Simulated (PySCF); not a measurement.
Si(OH)2(OMe)(OSiH3), SMILES CO[Si](O)(O)O[SiH3], singlet, GFN2-xTB optimised geometry.

```
15

C     -4.52    -0.89    -2.60
O     -3.21    -0.65    -2.13
Si    -1.92    -1.58    -2.39
O     -1.34    -1.56    -3.92
O     -2.29    -3.12    -2.06
O     -0.77    -0.98    -1.42
Si    -0.45    -0.27     0.00
H     -4.55    -0.85    -3.69
H     -5.16    -0.10    -2.19
H     -4.87    -1.86    -2.27
H     -0.93    -0.77    -4.25
H     -1.66    -3.80    -2.27
H      1.01    -0.27     0.00
H     -1.01    -1.08     1.09
H     -1.01     1.08     0.00
```

Density from CAM-B3LYP/def2-TZVP in PySCF at that geometry.

Minimum of the electron density along straight lines between bonded atoms, close to the bond critical point (lines longer than 1.1 times the sum of covalent radii, or with two minima, are not listed):

| bond | length / Å | ρ at the minimum / e bohr⁻³ | ∇²ρ there / e bohr⁻⁵ | position (fraction from the first atom) |
|---|---|---|---|---|
| C1–O2 | 1.403 | (withheld) | -0.49 | 0.35 |
| O2–Si3 | 1.616 | 0.150 | 0.91 | 0.59 |
| Si3–O4 | 1.629 | 0.146 | 0.86 | 0.41 |
| Si3–O5 | 1.619 | 0.149 | 0.89 | 0.41 |
| Si3–O6 | 1.617 | 0.145 | 0.91 | 0.42 |
| O6–Si7 | 1.620 | 0.141 | 0.92 | 0.59 |
| C1–H8 | 1.092 | 0.285 | -1.02 | 0.65 |
| C1–H9 | 1.090 | 0.288 | -1.03 | 0.65 |
| C1–H10 | 1.091 | 0.287 | -1.03 | 0.65 |
| O4–H11 | 0.953 | 0.361 | -2.49 | 0.81 |
| O5–H12 | 0.953 | 0.360 | -2.49 | 0.81 |
| Si7–H13 | 1.463 | 0.128 | 0.17 | 0.49 |
| Si7–H14 | 1.463 | 0.128 | 0.17 | 0.49 |
| Si7–H15 | 1.462 | 0.128 | 0.17 | 0.49 |

Question: Fill in the missing entries.

Answer: 
- C1–O2, ρ at the minimum / e bohr⁻³: 0.258
